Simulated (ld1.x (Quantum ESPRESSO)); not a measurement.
LDA (PZ) PAW dataset for Pm (Z = 61), fully relativistic all-electron reference.

Input for ld1.x (Quantum ESPRESSO) 7.5:

```
&input
   title='Pm', zed=61., rel=2, dft='PZ', iswitch=3,
   config='[Xe] 4f4 5d1 6s2 6p0', rel_dist='average',
   nld=7, rlderiv=3.35, eminld=-11.0, emaxld=5.0, deld=0.04
 /
 &inputp
   pseudotype=3, lpaw=.true., tm=.true., lloc=-1, rcloc=1.05,
   nlcc=.true., new_core_ps=.true., rcore=0.95,
   which_augfun='BG', rmatch_augfun=1.05,
   file_pseudopw='Pm.UPF', file_wfcaegen='ae.wfc', file_wfcncgen='nc.wfc', file_beta='beta', file_chi='chi', file_wfcusgen='us.wfc'
 /
8
5S  1  0   2.00   0.00  2.00  2.15  0.0
6S  2  0   2.00   0.00  2.00  2.15  0.0
5P  2  1   6.00   0.00  2.90  3.10  0.0
6P  3  1   0.00   0.00  2.90  3.10  0.0
4D  3  2  10.00   0.00  1.00  1.10  0.0
5D  4  2   1.00   0.00  1.00  1.10  0.0
4F  4  3   4.00   0.00  1.05  1.20  0.0
4F  4  3   0.00  -0.25  1.05  1.20  0.0
 &test
   configts(1)='4d10 4f4 5s2 5p6 5d1 6s2 6p0'
 /
```

Command:

```bash
ld1.x < Pm.in > Pm.out
```

The program printed (shortened: banner, matrices, multipoles, cross overlaps and the repeated all-electron block are left out):

```
Program LD1 v.7.5
     --------------------------- All-electron run ----------------------------

     Pm
     dirac relativistic calculation

     atomic number is 61.00
     dft =PZ   lsd =0 sic =0 latt =0  beta=0.20 tr2=1.0E-14
     Exchange-correlation= PZ
                           (   1   1   0   0   0   0   0)
     mesh =1259 r(mesh) = 100.89962 a.u. xmin = -7.00 dx = 0.01250
     1 Ry =  13.60569312 eV, c = 137.03599908

     n l j   nl                  e(Ry)          e(Ha)          e(eV)
     Spin orbit split results
     1 0 0.5 1S 1( 2.00)     -3303.2498     -1651.6249    -44943.0027
     2 0 0.5 2S 1( 2.00)      -537.3128      -268.6564     -7310.5136
     2 1 0.5 2P 1( 2.00)      -509.0334      -254.5167     -6925.7526
     2 1 1.5 2P 1( 4.00)      -467.9099      -233.9549     -6366.2384
     3 0 0.5 3S 1( 2.00)      -117.5749       -58.7874     -1599.6880
     3 1 0.5 3P 1( 2.00)      -105.4294       -52.7147     -1434.4403
     3 1 1.5 3P 1( 4.00)       -97.1660       -48.5830     -1322.0104
     4 0 0.5 4S 1( 2.00)       -23.7470       -11.8735      -323.0948
     4 1 0.5 4P 1( 2.00)       -19.1234        -9.5617      -260.1874
     4 1 1.5 4P 1( 4.00)       -17.2989        -8.6495      -235.3642
     3 2 1.5 3D 1( 4.00)       -75.9844       -37.9922     -1033.8210
     3 2 2.5 3D 1( 6.00)       -74.1923       -37.0962     -1009.4379
     5 0 0.5 5S 1( 2.00)        -3.3273        -1.6636       -45.2698
     5 1 0.5 5P 1( 2.00)        -2.0514        -1.0257       -27.9113
     5 1 1.5 5P 1( 4.00)        -1.7902        -0.8951       -24.3567
     4 2 1.5 4D 1( 4.00)        -9.6761        -4.8381      -131.6507
     4 2 2.5 4D 1( 6.00)        -9.3503        -4.6751      -127.2170
     4 3 2.5 4F 1( 1.71)        -0.5863        -0.2931        -7.9770
     4 3 3.5 4F 1( 2.29)        -0.5478        -0.2739        -7.4527
     5 2 1.5 5D 1( 0.40)        -0.2298        -0.1149        -3.1262
     5 2 2.5 5D 1( 0.60)        -0.2122        -0.1061        -2.8865
     6 0 0.5 6S 1( 2.00)        -0.2997        -0.1498        -4.0773
     6 1 0.5 6P 1( 0.00)        -0.1148        -0.0574        -1.5625
     6 1 1.5 6P 1( 0.00)        -0.0983        -0.0492        -1.3376
     Averaged results
     1 0     1S 1( 2.00)     -3303.2498     -1651.6249    -44943.0027
     2 0     2S 1( 2.00)      -537.3128      -268.6564     -7310.5136
     2 1     2P 1( 6.00)      -481.6177      -240.8089     -6552.7431
     3 0     3S 1( 2.00)      -117.5749       -58.7874     -1599.6880
     3 1     3P 1( 6.00)       -99.9205       -49.9602     -1359.4870
     4 0     4S 1( 2.00)       -23.7470       -11.8735      -323.0948
     4 1     4P 1( 6.00)       -17.9071        -8.9536      -243.6386
     3 2     3D 1(10.00)       -74.9092       -37.4546     -1019.1911
     5 0     5S 1( 2.00)        -3.3273        -1.6636       -45.2698
     5 1     5P 1( 6.00)        -1.8773        -0.9386       -25.5415
     4 2     4D 1(10.00)        -9.4806        -4.7403      -128.9905
     4 3     4F 1( 4.00)        -0.5643        -0.2821        -7.6774
     5 2     5D 1( 1.00)        -0.2192        -0.1096        -2.9824
     6 0     6S 1( 2.00)        -0.2997        -0.1498        -4.0773
     6 1     6P 1( 0.00)        -0.1038        -0.0519        -1.4126

     final scf error:  8.1E-15 reached in  29 iterations

     Etot =  -20039.956371 Ry,  -10019.978186 Ha, -272657.496587 eV

     Ekin =   21667.163889 Ry,   10833.581945 Ha,  294796.782725 eV
     Encl =  -49022.580010 Ry,  -24511.290005 Ha, -666986.179718 eV
     Eh   =    7759.877236 Ry,    3879.938618 Ha,  105578.508345 eV
     Exc  =    -444.417486 Ry,    -222.208743 Ha,   -6046.607939 eV

     normalization and overlap integrals

     s(1S/1S) =  1.000000  <r> =   0.0232  <r2> =    0.0007  r(max) =   0.0148
     s(2S/2S) =  1.000000  <r> =   0.0985  <r2> =    0.0115  r(max) =   0.0843
     s(2P/2P) =  1.000000  <r> =   0.0825  <r2> =    0.0084  r(max) =   0.0640
     s(2P/2P) =  1.000000  <r> =   0.0890  <r2> =    0.0096  r(max) =   0.0690
     s(3S/3S) =  1.000000  <r> =   0.2605  <r2> =    0.0777  r(max) =   0.2379
     s(3P/3P) =  1.000000  <r> =   0.2500  <r2> =    0.0727  r(max) =   0.2263
     s(3P/3P) =  1.000000  <r> =   0.2627  <r2> =    0.0800  r(max) =   0.2379
     s(4S/4S) =  1.000000  <r> =   0.5923  <r2> =    0.3962  r(max) =   0.5497
     s(4P/4P) =  1.000000  <r> =   0.6070  <r2> =    0.4195  r(max) =   0.5566
     s(4P/4P) =  1.000000  <r> =   0.6356  <r2> =    0.4597  r(max) =   0.5852
     s(3D/3D) =  1.000000  <r> =   0.2340  <r2> =    0.0646  r(max) =   0.1900
     s(3D/3D) =  1.000000  <r> =   0.2380  <r2> =    0.0666  r(max) =   0.1924
     s(5S/5S) =  1.000000  <r> =   1.4160  <r2> =    2.2557  r(max) =   1.2701
     s(5P/5P) =  1.000000  <r> =   1.5895  <r2> =    2.8691  r(max) =   1.3863
     s(5P/5P) =  1.000000  <r> =   1.6808  <r2> =    3.2110  r(max) =   1.4574
     s(4D/4D) =  1.000000  <r> =   0.6794  <r2> =    0.5357  r(max) =   0.6000
     s(4D/4D) =  1.000000  <r> =   0.6895  <r2> =    0.5516  r(max) =   0.6075
     s(4F/4F) =  1.000000  <r> =   0.9524  <r2> =    1.1946  r(max) =   0.6229
     s(4F/4F) =  1.000000  <r> =   0.9646  <r2> =    1.2293  r(max) =   0.6307
     s(5D/5D) =  1.000000  <r> =   2.8125  <r2> =    9.6456  r(max) =   2.0424
     s(5D/5D) =  1.000000  <r> =   2.8969  <r2> =   10.2538  r(max) =   2.0941
     s(6S/6S) =  1.000000  <r> =   4.1129  <r2> =   19.1941  r(max) =   3.4960
     s(6P/6P) =  1.000000  <r> =   5.4421  <r2> =   33.9922  r(max) =   4.5454
     s(6P/6P) =  1.000000  <r> =   5.7683  <r2> =   38.1850  r(max) =   4.7785

     ------------------------ End of All-electron run ------------------------

     --------------------- Generating PAW atomic setup --------------------

      Generating local potential from pseudized AE potential:
      Matching radius rcloc =   1.0500

      Local pseudo, rcloc= 1.040 Estimated cut-off energy=    22.81 Ry

      Computing core charge for nlcc:

       r > 0.95 : true rho core
      Core charge pseudized with two Bessel functions
      Integrated core pseudo-charge :  11.01

     Fully relativistic calculation: |psi|^2

     Wfc 5S LC norm =  0.99975645 SC norm =  0.00024354 missing  0.00000001
     Speed at rcutus      0.517 a.u.,  v/c =  0.003774,  (v/c)^2 = -0.00001424

     Wfc 6S LC norm =  0.99997122 SC norm =  0.00002711 missing  0.00000167
     Speed at rcutus      0.354 a.u.,  v/c =  0.002583,  (v/c)^2 =  0.00000667

     Wfc 5P LC norm =  0.99980630 SC norm =  0.00019367 missing  0.00000003
     Speed at rcutus      0.208 a.u.,  v/c =  0.001520,  (v/c)^2 = -0.00000231

     Wfc 5P LC norm =  0.99982570 SC norm =  0.00017417 missing  0.00000013
     Speed at rcutus      0.222 a.u.,  v/c =  0.001623,  (v/c)^2 = -0.00000263

     Wfc 6P LC norm =  0.99998431 SC norm =  0.00001539 missing  0.00000030
     Speed at rcutus      0.308 a.u.,  v/c =  0.002250,  (v/c)^2 =  0.00000506

     Wfc 6P LC norm =  0.99998598 SC norm =  0.00001179 missing  0.00000224
     Speed at rcutus      0.270 a.u.,  v/c =  0.001974,  (v/c)^2 =  0.00000389

     Wfc 4D LC norm =  0.99919417 SC norm =  0.00080583 missing  0.00000000
     Speed at rcutus      0.508 a.u.,  v/c =  0.003704,  (v/c)^2 =  0.00001372

     Wfc 4D LC norm =  0.99921348 SC norm =  0.00078652 missing  0.00000000
     Speed at rcutus      0.632 a.u.,  v/c =  0.004610,  (v/c)^2 =  0.00002125

     Wfc 5D LC norm =  0.99993452 SC norm =  0.00006545 missing  0.00000002
     Speed at rcutus      0.871 a.u.,  v/c =  0.006357,  (v/c)^2 =  0.00004041

     Wfc 5D LC norm =  0.99993818 SC norm =  0.00005919 missing  0.00000263
     Speed at rcutus      0.801 a.u.,  v/c =  0.005845,  (v/c)^2 =  0.00003417

     Wfc 4F LC norm =  0.99955877 SC norm =  0.00044123 missing  0.00000000
     Speed at rcutus      1.921 a.u.,  v/c =  0.014015,  (v/c)^2 =  0.00019641

     Wfc 4F LC norm =  0.99956623 SC norm =  0.00043371 missing  0.00000007
     Speed at rcutus      1.936 a.u.,  v/c =  0.014126,  (v/c)^2 =  0.00019954
      Wfc-us  5S rcutus= 2.147  Estimated cut-off energy=    11.80 Ry
      Wfc-us  6S rcutus= 2.147  Estimated cut-off energy=    23.39 Ry
      Wfc-us  5P rcutus= 3.124  Estimated cut-off energy=     9.11 Ry
      Wfc-us  5P rcutus= 3.124  Estimated cut-off energy=     9.01 Ry
      Wfc-us  6P rcutus= 3.124  Estimated cut-off energy=    17.09 Ry
      Wfc-us  6P rcutus= 3.124  Estimated cut-off energy=    16.91 Ry
      Wfc-us  4D rcutus= 1.093  Estimated cut-off energy=   102.01 Ry
      Wfc-us  4D rcutus= 1.093  Estimated cut-off energy=   101.79 Ry
      Wfc-us  5D rcutus= 1.093  Estimated cut-off energy=   179.02 Ry
      Wfc-us  5D rcutus= 1.093  Estimated cut-off energy=   178.16 Ry
      Wfc-us  4F rcutus= 1.208  Estimated cut-off energy=   107.96 Ry
      Wfc-us  4F rcutus= 1.208  Estimated cut-off energy=   107.89 Ry
      Wfc-us  4F rcutus= 1.208  Estimated cut-off energy=   110.22 Ry
      Wfc-us  4F rcutus= 1.208  Estimated cut-off energy=   109.82 Ry

     Required augmentation: BG   radius:    1.050000
     Message from routine us2paw:
     WARNING: using Bloechl style augmentation functions is not a good idea, as analytical overlap are not implemented in pwscf: use BESSEL or GAUSS instead.
     Message from routine us2paw:
     WARNING: using Bloechl style augmentation functions is not a good idea, as analytical overlap are not implemented in pwscf: use BESSEL or GAUSS instead.
     Message from routine us2paw:
     WARNING: using Bloechl style augmentation functions is not a good idea, as analytical overlap are not implemented in pwscf: use BESSEL or GAUSS instead.
     Message from routine us2paw:
     WARNING: using Bloechl style augmentation functions is not a good idea, as analytical overlap are not implemented in pwscf: use BESSEL or GAUSS instead.
     [... 1 repeated lines left out ...]
     WARNING: using Bloechl style augmentation functions is not a good idea, as analytical overlap are not implemented in pwscf: use BESSEL or GAUSS instead.
     [... 1 repeated lines left out ...]
     WARNING: using Bloechl style augmentation functions is not a good idea, as analytical overlap are not implemented in pwscf: use BESSEL or GAUSS instead.
     [... 1 repeated lines left out ...]
     WARNING: using Bloechl style augmentation functions is not a good idea, as analytical overlap are not implemented in pwscf: use BESSEL or GAUSS instead.
     [... 1 repeated lines left out ...]
     WARNING: using Bloechl style augmentation functions is not a good idea, as analytical overlap are not implemented in pwscf: use BESSEL or GAUSS instead.
     [... 1 repeated lines left out ...]
     WARNING: using Bloechl style augmentation functions is not a good idea, as analytical overlap are not implemented in pwscf: use BESSEL or GAUSS instead.
     [... 1 repeated lines left out ...]
     WARNING: using Bloechl style augmentation functions is not a good idea, as analytical overlap are not implemented in pwscf: use BESSEL or GAUSS instead.
     [... 1 repeated lines left out ...]
     WARNING: using Bloechl style augmentation functions is not a good idea, as analytical overlap are not implemented in pwscf: use BESSEL or GAUSS instead.
     [... 1 repeated lines left out ...]
     WARNING: using Bloechl style augmentation functions is not a good idea, as analytical overlap are not implemented in pwscf: use BESSEL or GAUSS instead.
     [... 1 repeated lines left out ...]
     WARNING: using Bloechl style augmentation functions is not a good idea, as analytical overlap are not implemented in pwscf: use BESSEL or GAUSS instead.
     [... 1 repeated lines left out ...]
     WARNING: using Bloechl style augmentation functions is not a good idea, as analytical overlap are not implemented in pwscf: use BESSEL or GAUSS instead.
     [... 1 repeated lines left out ...]
     WARNING: using Bloechl style augmentation functions is not a good idea, as analytical overlap are not implemented in pwscf: use BESSEL or GAUSS instead.
     [... 1 repeated lines left out ...]
     WARNING: using Bloechl style augmentation functions is not a good idea, as analytical overlap are not implemented in pwscf: use BESSEL or GAUSS instead.
     [... 1 repeated lines left out ...]
     WARNING: using Bloechl style augmentation functions is not a good idea, as analytical overlap are not implemented in pwscf: use BESSEL or GAUSS instead.
     [... 1 repeated lines left out ...]
     WARNING: using Bloechl style augmentation functions is not a good idea, as analytical overlap are not implemented in pwscf: use BESSEL or GAUSS instead.
     [... 1 repeated lines left out ...]
     WARNING: using Bloechl style augmentation functions is not a good idea, as analytical overlap are not implemented in pwscf: use BESSEL or GAUSS instead.
     [... 1 repeated lines left out ...]
     WARNING: using Bloechl style augmentation functions is not a good idea, as analytical overlap are not implemented in pwscf: use BESSEL or GAUSS instead.
     [... 1 repeated lines left out ...]
     WARNING: using Bloechl style augmentation functions is not a good idea, as analytical overlap are not implemented in pwscf: use BESSEL or GAUSS instead.
     [... 1 repeated lines left out ...]
     WARNING: using Bloechl style augmentation functions is not a good idea, as analytical overlap are not implemented in pwscf: use BESSEL or GAUSS instead.
     [... 1 repeated lines left out ...]
     WARNING: using Bloechl style augmentation functions is not a good idea, as analytical overlap are not implemented in pwscf: use BESSEL or GAUSS instead.
     [... 1 repeated lines left out ...]
     WARNING: using Bloechl style augmentation functions is not a good idea, as analytical overlap are not implemented in pwscf: use BESSEL or GAUSS instead.
     [... 1 repeated lines left out ...]
     WARNING: using Bloechl style augmentation functions is not a good idea, as analytical overlap are not implemented in pwscf: use BESSEL or GAUSS instead.
     [... 1 repeated lines left out ...]
     WARNING: using Bloechl style augmentation functions is not a good idea, as analytical overlap are not implemented in pwscf: use BESSEL or GAUSS instead.
     [... 1 repeated lines left out ...]
     WARNING: using Bloechl style augmentation functions is not a good idea, as analytical overlap are not implemented in pwscf: use BESSEL or GAUSS instead.
     [... 1 repeated lines left out ...]
     WARNING: using Bloechl style augmentation functions is not a good idea, as analytical overlap are not implemented in pwscf: use BESSEL or GAUSS instead.
     [... 1 repeated lines left out ...]
     WARNING: using Bloechl style augmentation functions is not a good idea, as analytical overlap are not implemented in pwscf: use BESSEL or GAUSS instead.
     [... 1 repeated lines left out ...]
     WARNING: using Bloechl style augmentation functions is not a good idea, as analytical overlap are not implemented in pwscf: use BESSEL or GAUSS instead.
     Gaussians generated with zeta:    30.644133

     Estimated PAW energy = -961.124132 Ryd

     ------------------- End of pseudopotential generation -------------------

     Computing logarithmic derivative in   3.34644
     Computing logarithmic derivative in   3.34644
     Computing the partial wave expansion
     R is outside the sphere for l=    0 j= 0.50
     R is outside the sphere for l=    0 j= 0.50
     R is outside the sphere for l=    1 j= 0.50
     R is outside the sphere for l=    1 j= 0.50
     R is outside the sphere for l=    1 j= 1.50
     R is outside the sphere for l=    1 j= 1.50
     R is outside the sphere for l=    2 j= 1.50
     R is outside the sphere for l=    2 j= 1.50
     R is outside the sphere for l=    2 j= 2.50
     R is outside the sphere for l=    2 j= 2.50
     R is outside the sphere for l=    3 j= 2.50
     R is outside the sphere for l=    3 j= 2.50
     R is outside the sphere for l=    3 j= 3.50
     R is outside the sphere for l=    3 j= 3.50

     ---------------------- Testing the pseudopotential ----------------------

     Pm
     dirac relativistic calculation

     atomic number is 61.00   valence charge is 25.00
     dft = SLA  PZ   NOGX NOGC   lsd =0 sic =0 latt =0  beta=0.20 tr2=1.0E-14
     mesh =1259 r(mesh) = 100.89962 xmin = -7.00 dx = 0.01250

     n l  j  nl             e AE (Ry)       e PS (Ry)    De AE-PS (Ry)
     3 2 1.5 4D   1( 4.00)       -9.67615       -9.67619        0.00005
     3 2 2.5 4D   1( 6.00)       -9.35028       -9.35034        0.00006
     4 3 2.5 4F   1( 1.71)       -0.58630       -0.58631        0.00001
     4 3 3.5 4F   1( 2.29)       -0.54776       -0.54782        0.00006
     1 0 0.5 5S   1( 2.00)       -3.32727       -3.32730        0.00003
     2 1 0.5 5P   1( 2.00)       -2.05144       -2.05148        0.00004
     2 1 1.5 5P   1( 4.00)       -1.79018       -1.79022        0.00004
     4 2 1.5 5D   1( 0.40)       -0.22977       -0.22968       -0.00009
     4 2 2.5 5D   1( 0.60)       -0.21215       -0.21214       -0.00001
     2 0 0.5 6S   1( 2.00)       -0.29968       -0.29969        0.00001
     3 1 0.5 6P   1( 0.00)       -0.11484       -0.11484        0.00000
     3 1 1.5 6P   1( 0.00)       -0.09831       -0.09832        0.00000

     eps = 8.6E-15  iter = 16

     Etot =  -20039.956371 Ry,  -10019.978186 Ha, -272657.496587 eV
     Etotps =  -961.124138 Ry,    -480.562069 Ha,  -13076.760074 eV

     Ekin =     867.730888 Ry,     433.865444 Ha,   11806.080172 eV
     Encl =   -1858.622416 Ry,    -929.311208 Ha,  -25287.846221 eV
     Ehrt =     474.184805 Ry,     237.092402 Ha,    6451.612939 eV
     Ecxc =    -444.417415 Ry,    -222.208707 Ha,   -6046.606965 eV
     (Ecc =     -29.191006 Ry,     -14.595503 Ha,    -397.163869 eV)

     ---------------------- End of pseudopotential test ----------------------
```

Generation and configuration tests took about 10 s on one core of a shared server CPU.
